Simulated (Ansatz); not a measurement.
The cluster Ta₂Te₄, relaxed as a singlet with RKS r2SCAN-D4/def2-SVP in Ansatz, starting from the GFN1-xTB geometry. Force threshold 0.02 eV/Å.

In the def2 sets Ta, Te take a core potential; there is no spin–orbit coupling. At r2SCAN-D4/def2-SVP a triplet of charge 0 lies 0.15 eV below the restricted singlet, each at its own geometry. The structure comes from a short search, and lower isomers may exist.

Start:

```xyz
6

Ta   -1.103    1.036    1.826
Ta    0.237    0.080   -0.163
Te   -1.882   -1.392    1.137
Te    1.723   -2.077   -0.795
Te    2.625    0.366   -1.318
Te   -1.598    1.986   -0.687
```

Question: Estimate the energy that the relaxation releases and the steps that it takes.

Answer: 46.2 kJ/mol, in 9 steps; 81 s on 4 threads of Arm Neoverse V1 on a shared host. No frequencies were taken in this run, so the end may be a saddle point.

Question: Does the start keep its bonding and symmetry?

Answer: By distances, no bond broke or formed. The bond that changes most is Ta2–Te6, from 2.70 to 2.82 Å (atoms count from 1).

Question: Predict the relaxed structure.

Answer: 
```xyz
6

Ta   -0.960    0.873    1.637
Ta   -0.056   -0.162   -0.397
Te   -1.996   -1.492    1.164
Te    1.977   -2.021   -0.415
Te    2.394    0.467   -1.484
Te   -1.359    2.336   -0.505
```
Bond lengths (bridged metal pairs left out): 6 × Ta–Te 2.62 to 2.82 Å; 1 × Te–Te 2.74 Å.
